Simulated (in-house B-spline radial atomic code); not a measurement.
# Ionising P²⁺ with different functionals

Computed with a radial B-spline atomic code at the basis-set limit: scalar-relativistic (spin-free X2C) Hamiltonian, Fermi nucleus of rms radius 3.1889 fm, spin-polarised at highest spin, spherical fractional occupations for the functionals, the average over the highest-spin determinants for Hartree-Fock. The ionisation energy is the difference of two self-consistent energies, [Ne] 3s2 3p1 → [Ne] 3s2, without Breit or QED terms; ε is the level of the shell that loses the electron (its least bound occupied spin orbital).

Hybrids are left out here: with spherical fractional occupations of an open shell their exact exchange keeps a self-interaction that integer-occupation calculations don't have.

```
           method          rung  ΔSCF (eV)  -ε(3p) (eV)
     Hartree-Fock  Hartree-Fock      29.43        29.67
         LDA VWN5           LDA      30.18        24.89
         LDA PW92           LDA      30.17        24.89
LDA exchange-only           LDA      28.98        23.80
              PBE           GGA      30.08        24.87
           PBEsol           GGA      30.05        24.82
             BLYP           GGA      29.98        24.68
             RPBE           GGA      30.05        24.86
             PW91           GGA      30.16        24.93
             BP86           GGA      30.18        24.94
             AM05           GGA      30.02        24.79
             OLYP           GGA      29.99        24.81
             TPSS      meta-GGA      30.06        24.91
             SCAN      meta-GGA      29.98        24.95
           r2SCAN      meta-GGA      29.96        24.92
          revTPSS      meta-GGA      30.02        24.88
```

(1) How do they compare with the NIST value?

Results:

(1) NIST lists 30.203 eV (measured, ground level to ground level). Errors run from -1.22 to -0.02 eV; BP86 is closest (-0.02 eV), but part of that can be cancellation, since the calculations leave out spin-orbit coupling, Breit-QED terms, multiplet and fine-structure energies. Hartree-Fock also lacks correlation.
